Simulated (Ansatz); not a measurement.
`[AlH2]/[N]=C\[SeH]` + HCl → `[AlH2][Cl]` + `N=C[SeH]` at 400 K and 1 bar (ligand exchange at the Al–N bond).

Gas-phase electronic energies from Ansatz, PBE0-D4/def2-TZVP geometries. CCSD(T)/CBS adds triple-zeta CCSD(T) − MP2 to the extrapolated MP2 energy (def2 sets, frozen cores). This one scheme is used for every species. For Se outer-core shells are correlated without core-valence functions, which leaves a few kJ/mol of doubt a bond. Scalar relativity is left out up to krypton. One conformer a species, not always the lowest.

```csv
species,CCSD(T)/CBS energy (Eh),H − E (kJ/mol),S (J/(mol·K))
`[AlH2]/[N]=C\[SeH]`,-2737.86550,140.6,372.0
HCl,-460.38127,29.6,195.4
`[AlH2][Cl]`,-703.04476,55.2,269.1
`N=C[SeH]`,-2495.22891,121.7,301.1
```

H − E and S are ideal-gas, rigid-rotor, harmonic terms from PBE0-D4/def2-TZVP, for one conformer and one mirror image of each species. 1 Eh = 2625.50 kJ/mol, R = 8.31446 J/(mol·K).

By hand: ΔE, ΔH, ΔS and ΔG.

ΔE = (-703.04476) + (-2495.22891) − (-2737.86550) − (-460.38127) = -0.02690 Eh = -70.6 kJ/mol. Δ(H − E) = 55.2 + 121.7 − 140.6 − 29.6 = 6.7, so ΔH = -63.9 kJ/mol. ΔS = 269.1 + 301.1 − 372.0 − 195.4 = 2.8 J/(mol·K). ΔG = -63.9 − 400 × (2.8)/1000 = -65.0 kJ/mol.

By hand: the equilibrium constant, and the temperature at which ΔG would vanish if ΔH and ΔS stayed fixed.

log₁₀ K = −ΔG/(RT ln 10) = 8.5. ΔH and −TΔS have one sign here, so there is no such temperature.

The number of gas molecules stays the same, so ΔS is small and ΔH decides. A doubt of 5 kJ/mol in ΔE shifts log₁₀ K by 0.7 here. Other conformers and mirror images would add mixing entropy, several J/(mol·K) or more a flexible species. These are equilibria of isolated gas molecules and say nothing of rates. Largest T1 diagnostic: 0.013 (customary marks: 0.02 for closed shells, 0.045 for open ones).

ΔS is within the doubt of such terms, so its sign, and with it that verdict, could turn.
